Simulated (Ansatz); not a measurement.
System: SrF2, charge 0, singlet. SrF2 (SMILES [Sr]([F])[F]).
B3LYP-D3(BJ)/def2-TZVP minimum from Ansatz (a program for electronic structure):
```
Sr
F 1 2.1388
F 1 2.1388 2 129.77
```
Charge 0, spin multiplicity 1.

Total energies in hartree (Ansatz). Open shells are spin-unrestricted; no spin-orbit coupling. Correlated methods leave the cores frozen (noble-gas shells, and filled d and f shells in the p block). Past Kr the def2 sets carry scalar-relativistic core potentials. Where a partner has so few electrons that a lower coupled-cluster level is exact, that level stands in. The restricted determinant of Sr ([Sr], singlet) is unstable towards broken spin symmetry in at least one set run.

```tsv
species	HF/def2-TZVPP	CCSD(T)/def2-TZVPP	HF/def2-QZVPP	CCSD(T)/def2-QZVPP	CCSDT(Q)/def2-TZVPP
1: SrF2 (SMILES [F][Sr][F])	-229.46161	-230.02144	-229.47769	-230.09330	-230.02212
2: Sr (singlet)	-30.34712	-30.37281	-30.34716	-30.37311	-30.37281
3: F (doublet)	-99.41180	-99.62506	-99.41589	-99.65118	-99.62536
```

Q: Work out the atomisation energy (electronic, to ground-state atoms) in kJ/mol: take Hartree-Fock from def2-QZVPP, extrapolate the CCSD(T) correlation energy as X^-3 (X = 3, 4), and add CCSDT(Q) - CCSD(T) in def2-TZVPP. 1 hartree = 2625.5 kJ/mol.

A: 
Species 1: correlation (64·(-0.61561) - 27·(-0.55983))/37 = -0.65631; step -0.00068; E1 = -229.47769 + (-0.65631) + (-0.00068) = -230.13468
Species 2: correlation (64·(-0.02595) - 27·(-0.02569))/37 = -0.02614; step +0.00000; E2 = -30.34716 + (-0.02614) + (+0.00000) = -30.37330
Species 3: correlation (64·(-0.23529) - 27·(-0.21326))/37 = -0.25137; step -0.00030; E3 = -99.41589 + (-0.25137) + (-0.00030) = -99.66756
-1·E1 +1·E2 +2·E3 = 0.42626 hartree = 1119.1 kJ/mol.
